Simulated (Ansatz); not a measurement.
The same path of a periodic cell of 17 atoms, Nb$_{16}$Cl (surface Nb(110), adsorbate Cl) was run twice with different band settings. Lost on the way: Nb13–Cl17. Made: Nb16–Cl17.

All numbers below come from DFT PBE, scalar-relativistic, plane waves, PAW (Ansatz). Settings: cutoff 420 eV, k mesh 3x4x1, fermi-dirac smearing 0.15 eV, no spin polarisation.

Relaxed end points:

```xyz
17
Lattice="6.6000 0.0000 0.0000 3.3000 4.6669 0.0000 0.0000 0.0000 19.0004" Properties=species:S:1:pos:R:3
Nb 0.000 2.333 1.000
Nb 3.300 2.333 1.000
Nb 1.650 4.667 1.000
Nb 4.950 4.667 1.000
Nb -0.006 -0.001 3.248
Nb 3.305 -0.001 3.248
Nb 1.650 2.331 3.263
Nb 4.950 2.332 3.256
Nb -0.004 2.330 5.634
Nb 3.302 2.331 5.634
Nb 1.649 4.661 5.660
Nb 4.949 4.667 5.571
Nb 0.086 0.001 7.945
Nb 3.212 0.006 7.948
Nb 1.644 2.268 7.920
Nb 4.952 2.386 7.842
Cl 8.252 4.225 9.779
```

```xyz
17
Lattice="6.6000 0.0000 0.0000 3.3000 4.6669 0.0000 0.0000 0.0000 19.0004" Properties=species:S:1:pos:R:3
Nb 0.000 2.333 1.000
Nb 3.300 2.333 1.000
Nb 1.650 4.667 1.000
Nb 4.950 4.667 1.000
Nb 0.000 -0.001 3.256
Nb 3.300 -0.002 3.263
Nb 1.655 2.333 3.248
Nb 4.944 2.333 3.248
Nb -0.001 2.334 5.571
Nb 3.299 2.328 5.660
Nb 1.652 4.664 5.634
Nb 4.946 4.664 5.634
Nb 0.002 0.052 7.842
Nb 3.294 -0.066 7.920
Nb 1.562 2.339 7.948
Nb 5.036 2.334 7.945
Cl 9.902 1.891 9.779
```

Common settings: climbing image yes; spring 5.0 eV/Å²; end points relaxed; atoms held 1 to 4.

| run | movable images | optimiser | start path | force threshold | iteration limit |
| --- | --- | --- | --- | --- | --- |
| 1 | 5 | lbfgs | IDPP | 0.03 eV/Å | 49 |
| 2 | 1 | quadratic models (default) | default | 0.05 eV/Å | 50 |

(1) What does each run give, and how far can it be trusted?

## Answers

(1) Run 1: converged after 23 iterations, highest image 0.379 eV above the first end. By the program's own check the climbing image is a first-order saddle point (lowest curvatures found: -1.21 and 0.14 eV/Å²).
Run 2: converged after 9 iterations, highest image 0.379 eV above the first end. The order of the stationary point at the top wasn't checked. So few images can step over the top or miss a turn of the path.
Limits of this set-up: coarse k mesh, thin slab, slab without dipole correction, odd electron count without spin.
